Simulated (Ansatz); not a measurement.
Input file for C3H9ClInN, SMILES `CC[N](C)[InH][Cl]`:

```yaml
crystal:
  periodic: [false, false, false]
  atoms:
    - {symbol: C, position_ang: [-1.230978, 0.824222, -1.146191]}
    - {symbol: C, position_ang: [-0.552836, -0.471051, -0.723168]}
    - {symbol: N, position_ang: [0.451537, -0.310834, 0.305722]}
    - {symbol: C, position_ang: [1.669228, 0.324021, -0.133993]}
    - {symbol: In, position_ang: [0.123753, -0.800474, 2.213483]}
    - {symbol: Cl, position_ang: [-2.013943, -1.728123, 2.429557]}
    - {symbol: H, position_ang: [-0.515098, 1.551047, -1.536457]}
    - {symbol: H, position_ang: [-1.749817, 1.278277, -0.298109]}
    - {symbol: H, position_ang: [-1.966938, 0.631431, -1.930986]}
    - {symbol: H, position_ang: [-0.087145, -0.941134, -1.603578]}
    - {symbol: H, position_ang: [-1.315236, -1.168943, -0.366245]}
    - {symbol: H, position_ang: [2.409021, 0.351964, 0.670277]}
    - {symbol: H, position_ang: [1.517427, 1.359485, -0.467972]}
    - {symbol: H, position_ang: [2.119573, -0.225870, -0.973648]}
    - {symbol: H, position_ang: [1.141431, -0.674018, 3.561317]}
basis:
  gaussian: {orbitals: def2-TZVPP}
correlation: {method: ccsd_t}
```

```sh
$ ansatz run in.yaml --threads 2 --pin off --events-out ev --progress --plain --max-ram 32768MiB --backend cuda --devices 0, --max-vram 18GiB
```

Log, shortened:

```
Functional definition: HF
2183 factors; integrals over basis functions are off by at most 1.0e-3 eV
mean field evaluation 1: about -22365.4766 eV, gradient 4.4e1 eV
mean field evaluation 2: about -22365.6742 eV, gradient 4.4e1 eV
mean field evaluation 4: about -22370.8777 eV, gradient 6.2e0 eV
mean field evaluation 8: about -22370.9926 eV, gradient 3.3e-1 eV
mean field -22370.99307687 eV, -822.1188319711 hartree, gradient 2.0e-6 eV, S^2 0.000000; 0 other end points of the search recorded, 0 dependent functions left out
13 core orbitals not correlated: weight in the atoms' cores, before any rotation towards them, 1.000 or more for the frozen orbitals, at most 0.000 for the correlated occupied ones
reference -22370.99307687 eV, -822.1188319711 hartree; 23, 23 occupied and 306, 306 virtual orbitals, 2183 factors
second order -33.21007137 eV of doubles, -0.00000000 eV of singles
cycle   1  -33.60986356 eV  change   -4.0e-1 eV  update   1.3e-1
cycle   2  -34.40453732 eV  change   -7.9e-1 eV  update   4.0e-2
cycle   3  -34.59212158 eV  change   -1.9e-1 eV  update   2.6e-2
cycle   4  -34.58669981 eV  change    5.4e-3 eV  update   8.9e-3
cycle   5  -34.57927860 eV  change    7.4e-3 eV  update   5.7e-3
cycle   6  -34.58105747 eV  change   -1.8e-3 eV  update   2.4e-3
cycle   7  -34.58093821 eV  change    1.2e-4 eV  update   1.0e-3
cycle   8  -34.58091351 eV  change    2.5e-5 eV  update   2.7e-4
cycle   9  -34.58106295 eV  change   -1.5e-4 eV  update   9.2e-5
cycle  10  -34.58106105 eV  change    1.9e-6 eV  update   2.8e-5
perturbative correction -1.35519189 eV, -0.0498023835 hartree
Total energy: -22406.92932981 eV, -823.4394649082 hartree
```

It took 32 s on 2 threads of an AMD EPYC 7R13 on a shared host and a share of an NVIDIA H100 80 GB, with 0.85 GiB of host memory at the peak.

The correlation energy is -35.936 eV, 3.8 % of it from (T); the T1 diagnostic reads 0.0145.
